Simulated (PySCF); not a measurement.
C4H6F2OSe.
Cartesian coordinates in Å at the PBE0-D3(BJ)/def2-SVP level; atoms count from 1:
```
atom  x, y, z in Å
F1    -2.7301   -2.1179    0.0139
C2    -2.1289   -0.9888    0.3745
F3    -2.8493    0.0449   -0.1069
O4    -0.8848   -0.9965   -0.1681
C5    -0.0302    0.0042    0.2816
C6     1.3887   -0.1586   -0.2453
C7     1.7227    1.3079   -0.5371
Se8   -0.1846    1.8166   -0.5380
H9    -2.1125   -0.9058    1.4794
H10   -0.0975    0.0979    1.3803
H11    1.3266   -0.7351   -1.1796
H12    2.0771   -0.6817    0.4381
H13    2.2617    1.8121    0.2767
H14    2.2350    1.5003   -1.4886
```

Level: B3LYP/def2-SVPD in PySCF, non-relativistic, on one gas-phase PBE0-D3(BJ)/def2-SVP geometry that isn't relaxed in the solvent. The solvent is an IEF-PCM continuum (Bondi radii, 1.10 Å for H, scaled by 1.2), and excitations are vertical TDDFT with non-equilibrium linear response and a frozen core. Specific hydrogen bonds and non-electrostatic terms are outside this model. Spin–orbit coupling is left out although an atom past zinc is present.

```
run  E − E(gas) (kcal/mol)  HOMO (eV)  HOMO–LUMO gap (eV)  dipole (D)  lowest singlet (eV)  static polarisability (au)
gas                   0.00      -6.23                5.17        3.31                 3.90                        81.8
  P                  -4.30      -6.20                5.26        4.18                 3.96                       102.5
  Q                  -6.18      -6.22                5.30        4.61                 4.00                       113.0
```

Q: The runs were made in acetonitrile and chloroform. Which run belongs to which solvent?

A: P = chloroform, Q = acetonitrile. The dielectric constants are 4.711 (chloroform), 35.69 (acetonitrile), and the energy falls further as ε rises. The optical constants n² used for the excitations are 2.09, 1.81 in the same order. In this model the ground state sees the solvent through ε alone.

Q: How constant is the ratio of the lowering to (ε − 1)/(2ε + 1)?

A: 
```json
{"solvent": "chloroform", "(ε − 1)/(2ε + 1)": "0.356", "E − E(gas) (kcal/mol)": "-4.30", "ratio (kcal/mol)": "-12.1", "polarisation term (kcal/mol)": "-5.02"}
{"solvent": "acetonitrile", "(ε − 1)/(2ε + 1)": "0.479", "E − E(gas) (kcal/mol)": "-6.18", "ratio (kcal/mol)": "-12.9", "polarisation term (kcal/mol)": "-7.78"}
```

The ratio changes by +6.9 % in size from chloroform to acetonitrile. The polarisation term is half the interaction of the solute with the induced surface charges.
